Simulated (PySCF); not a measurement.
**Radial density of S³⁺ (sulfur, charge +3)**

B3LYP, [Ne] 3s2 3p1, 2P determinant. Calculation: PySCF 2.14, in aug-cc-pV(Q+d)Z (7s6p5d3f2g, 89 functions); the non-relativistic Hamiltonian (point nucleus).

| r (bohr) | 4πr²ρ (e/bohr) | 4πr²(ρα − ρβ) |
| --- | --- | --- |
| 0.00150 | 0.07227 | 0.0000 |
| 0.00253 | 0.1979 | 0.0000 |
| 0.00425 | 0.5299 | 0.0000 |
| 0.00715 | 1.367 | 0.0000 |
| 0.0120 | 3.309 | 0.0001 |
| 0.0202 | 7.208 | 0.0003 |
| 0.0340 | 13.17 | 0.0015 |
| 0.0572 | 18.04 | 0.0080 |
| 0.0962 | 16.19 | 0.0351 |
| 0.162 | 11.84 | 0.1074 |
| 0.272 | 16.15 | 0.1675 |
| 0.458 | 14.81 | 0.0449 |
| 0.770 | 4.294 | 0.1220 |
| 1.30 | 2.483 | 0.6963 |
| 2.18 | 0.9274 | 0.3558 |
| 3.67 | 0.02940 | 0.0165 |
| 6.17 | 2.092e-05 | 0.0000 |
